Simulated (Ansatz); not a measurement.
`BCB(C)O` + H₂ → `CB(C)O` + BH₃ at 400 K and 1 bar (hydrogenolysis of a C–B bond).

Gas-phase electronic energies from Ansatz, PBE0-D4/def2-TZVP geometries. CCSD(T)/CBS is the MP2 limit (def2-TZVPP, def2-QZVPP) plus CCSD(T) − MP2 in def2-TZVPP, frozen cores. This one scheme is used for every species. One conformer a species, not always the lowest.

```json
{"species": "`BCB(C)O`", "CCSD(T)/CBS energy (Eh)": "-205.74139", "H − E (kJ/mol)": "307.1", "S (J/(mol·K))": "388.5"}
{"species": "H₂", "CCSD(T)/CBS energy (Eh)": "-1.17544", "H − E (kJ/mol)": "38.0", "S (J/(mol·K))": "139.0"}
{"species": "`CB(C)O`", "CCSD(T)/CBS energy (Eh)": "-180.36349", "H − E (kJ/mol)": "271.1", "S (J/(mol·K))": "347.3"}
{"species": "BH₃", "CCSD(T)/CBS energy (Eh)": "-26.55200", "H − E (kJ/mol)": "82.6", "S (J/(mol·K))": "199.4"}
```

H − E and S are ideal-gas, rigid-rotor, harmonic terms from PBE0-D4/def2-TZVP, for one conformer and one mirror image of each species. The MP2-based limit puts H₂ 0.8 mEh under its directly extrapolated value; such offsets cancel only in part. 1 Eh = 2625.50 kJ/mol, R = 8.31446 J/(mol·K).

Task: By hand: ΔE, ΔH, ΔS and ΔG.

Result: ΔE = (-180.36349) + (-26.55200) − (-205.74139) − (-1.17544) = 0.00134 Eh = 3.5 kJ/mol. Δ(H − E) = 271.1 + 82.6 − 307.1 − 38.0 = 8.6, so ΔH = 12.1 kJ/mol. ΔS = 347.3 + 199.4 − 388.5 − 139.0 = 19.2 J/(mol·K). ΔG = 12.1 − 400 × (19.2)/1000 = 4.4 kJ/mol.

Task: By hand: the equilibrium constant, and the temperature at which ΔG would vanish if ΔH and ΔS stayed fixed.

Result: log₁₀ K = −ΔG/(RT ln 10) = -0.6. ΔG = 0 at ΔH/ΔS = 630 K, though so small a ΔS makes that figure unsure.

TΔS isn't small against ΔH here. The sign of ΔG lies within the doubt. A doubt of 5 kJ/mol in ΔE shifts log₁₀ K by 0.7 here. Other conformers and mirror images would add mixing entropy, several J/(mol·K) or more a flexible species. Modes under 60 cm⁻¹, often nearly free rotors, make the harmonic entropy too high. These are equilibria of isolated gas molecules and say nothing of rates. Largest T1 diagnostic: 0.012 (customary marks: 0.02 for closed shells, 0.045 for open ones).
